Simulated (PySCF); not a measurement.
Rubidium: a sound run and one with changed settings

Sound run: Rb⁺ [Kr], Rb²⁺ [Ar] 3d10 4s2 4p5. Calculation: PySCF 2.14, in x2c-TZVPall; the spin-free X2C one-electron Hamiltonian (Gaussian nucleus). The sound run starts from symmetry-adapted Hartree-Fock orbitals and uses a fine grid where one is needed.

A second run was set up differently.

| species | method | sound run (hartree) | changed run (hartree) | converged |
| --- | --- | --- | --- | --- |
| Rb⁺ | UHF | -2978.97750 | -2975.63313 | no |
| Rb⁺ | PBE | -2980.45093 | -2967.21851 | no |
| Rb⁺ | M06-L | -2980.72558 | -2968.89403 | no |
| Rb²⁺ | UHF | -2978.00539 | -2976.34932 | no |
| Rb²⁺ | PBE | -2979.44522 | -2970.42439 | no |
| Rb²⁺ | M06-L | -2979.72189 | -2971.80872 | no |

**Question.** What was changed?
A. too few SCF iterations
B. basis contracted for another Hamiltonian
C. angular grid far too coarse
D. radial grid too coarse

**Answer.** A. It used initial guess 1e, at most 2 SCF cycles. The SCF was stopped early; the energies are upper bounds that still move, and correlated levels were skipped or rest on poor orbitals.
